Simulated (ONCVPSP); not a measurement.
# PBE ONCV dataset for selenium, scalar-relativistic all-electron reference.

```json
{"Element": "Se (Z = 34)", "Generator": "ONCVPSP 4.0.1", "Type": "optimised norm-conserving Vanderbilt (ONCV)", "Functional": "PBE", "Relativity": "scalar-relativistic", "Frozen core": "[Ne] 3s2", "Valence charge": "22", "Reference configuration": "3p6 3d10 4s2 4p4", "Partial waves": "4s: rc 1.20 bohr, ncon 4, nbas 7, qcut 4.3 1/bohr, 1 projector; 3p+4p: rc 0.40 bohr, ncon 4, nbas 7, qcut 34.4 1/bohr, 2 projectors; 3d: rc 1.05 bohr, ncon 4, nbas 8, qcut 12.1 1/bohr, 1 projector", "Local potential": "polynomial inside 0.35 bohr (lpopt 5, dvloc0 2 Ha)", "Core correction": "none"}
```

Task: Does this generation succeed?

Result: No. ONCVPSP 4.0.1 stopped with "optimize: ERROR ps0norm > uunorm, code will stop": the continuity conditions at rc already need more norm inside rc than the all-electron wave has, so norm conservation cannot be met. It happened in the s channel.
